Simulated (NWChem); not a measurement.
Species: chlorobenzene (C₆H₅Cl); SMILES c1ccccc1Cl

All runs: NWChem. The geometry was optimised at PBE0/def2-SVP. Ions are spin-unrestricted doublets at the neutral geometry; other ion states weren't tried.

For level B3LYP/def2-SVP:

| Property | Result |
|---|---|
| vertical ionisation energy, ΔSCF (eV) | 8.93 |
| −ε(HOMO) (eV) | 6.77 |

Q: What are these values for level LRC-wPBEh/def2-SVP?

A: The vertical ionisation energy, ΔSCF (eV) is 9.15. The −ε(HOMO) (eV) is 8.87.
